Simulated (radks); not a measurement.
The numbers below are computed, except where a source is named.
Task: The mean radii <r> (bohr) of the occupied orbitals of an atom or ion are listed with their occupations. Code: a radial shooting solver on a logarithmic mesh with Libxc functionals. Model: scalar-relativistic Kohn-Sham, exchange-only LDA, spin-polarised, spherical densities, finite nucleus; Fermi nuclear charge, rms radius of each element as measured or else 0.836 A^(1/3) + 0.57 fm.

orbital  occ.      <r>
1s up       1  0.01868
1s down     1  0.01868
2s up       1  0.07869
2s down     1  0.07864
2p up       3  0.07024
2p down     3  0.07017
3s up       1   0.1969
3s down     1   0.1972
3p up       3   0.1948
3p down     3   0.1952
3d up       5   0.1739
3d down     1   0.1743

Name the element and its charge. Open shells, if any, are filled with parallel spins first.

Result: Z = 73, tantalum, charge +49: Ta49+ in [Ar] 3d6. The 1s radius gives Z: for a bare nucleus <r> = (2 gamma + 1)/(2Z) with gamma = sqrt(1 - (Z/c)^2), 0.01844 bohr for Z = 73, and screening makes it slightly larger (0.01868 here). The occupations add up to 24, and the charge is Z minus that.
